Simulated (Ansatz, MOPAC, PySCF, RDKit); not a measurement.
N2 (SMILES N#N) and AsH3 (SMILES [AsH3]) are pulled apart as rigid monomers along the line of their centres of mass, from the B3LYP-D3(BJ)/def2-TZVP minimum. Starting geometry (charge 0, multiplicity 1):
```xyz
6

N      0.24158    -0.23290    -1.00821
N      0.46010    -0.69625    -0.04515
As    -0.36854     0.08084     3.28316
H      1.11625    -0.25616     3.35399
H     -0.75177    -1.38739     3.13919
H     -0.51329     0.03153     4.80115
```

Interaction energies with rigid monomers; basis-set methods are counterpoise corrected unless marked otherwise.

Cores are frozen in the correlated methods. Filled d and f shells under p-block atoms count as core. Rows in 3-21G carry no dispersion term and start afresh at each structure; the Pople sets are all-electron and without relativity. The state reached by PM7 isn't checked; PM7 holds dispersion and hydrogen-bond terms.

Codes used: Ansatz (Gaussian basis) for Hartree–Fock, density functionals and correlated methods; MOPAC for PM7 (differences of heats of formation); PySCF for 3-21G rows, the dispersion terms; RDKit for the force fields. 

| N2···As3 (Å) | UFF (kcal/mol) | PM7 (kcal/mol) | B3LYP/3-21G (no counterpoise) (kcal/mol) | PBE0-D4/def2-TZVPPD (kcal/mol) | SCS-MP2/aug-cc-pVDZ (kcal/mol) |
|---|---|---|---|---|---|
| 3.17 | ? | 0.08 | -1.73 | -0.12 | 0.49 |
| 3.52 | -0.27 | -0.35 | -1.58 | -0.62 | -0.31 |
| 4.04 | -0.29 | -0.32 | -0.72 | ? | -0.37 |
| 4.92 | -0.12 | -0.08 | -0.11 | -0.16 | -0.16 |
| 6.32 | -0.03 | -0.02 | -0.03 | 0.02 | -0.04 |

Question: Fill in the missing entries.

Answer: 
- 4.04, PBE0-D4/def2-TZVPPD (kcal/mol): -0.50
- 3.17, UFF (kcal/mol): 0.58

Ansatz is a program for electronic structure.
